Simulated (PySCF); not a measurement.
**PBE0 on As³⁺ (arsenic, charge +3)**

Configuration: [Ar] 3d10 4s2, closed-shell 1S. Calculation: PySCF 2.14, in aug-cc-pV5Z-PP with ECP10MDF; a scalar-relativistic core potential.

| Property | Result |
| --- | --- |
| Total energy | -330.3141 hartree |
| One-electron energy | -558.9281 hartree |
| Hartree (Coulomb) energy | 254.5075 hartree |
| Exchange-correlation energy | -25.8935 hartree |
| ⟨S²⟩ | 0.0000 |
| ⟨L²⟩ | 0.000 |
| Sum of ⟨r⟩ | 15.10 bohr |
| Sum of ⟨r²⟩ | 15.97 bohr² |
| Time after the integrals | 1.7 s of wall time on 2 threads of Neoverse-V2 (shared host) |

```json
{"shell": "3s", "electrons": "2", "mean orbital energy (hartree)": "-8.34931", "rms radius, mean of both spins (bohr)": "0.645"}
{"shell": "3p", "electrons": "6", "mean orbital energy (hartree)": "-6.44800", "rms radius, mean of both spins (bohr)": "0.672"}
{"shell": "3d", "electrons": "10", "mean orbital energy (hartree)": "-2.92728", "rms radius, mean of both spins (bohr)": "0.741"}
{"shell": "4s", "electrons": "2", "mean orbital energy (hartree)": "-1.67185", "rms radius, mean of both spins (bohr)": "1.86"}
```

Energies and moments cover only the electrons outside the core potential.
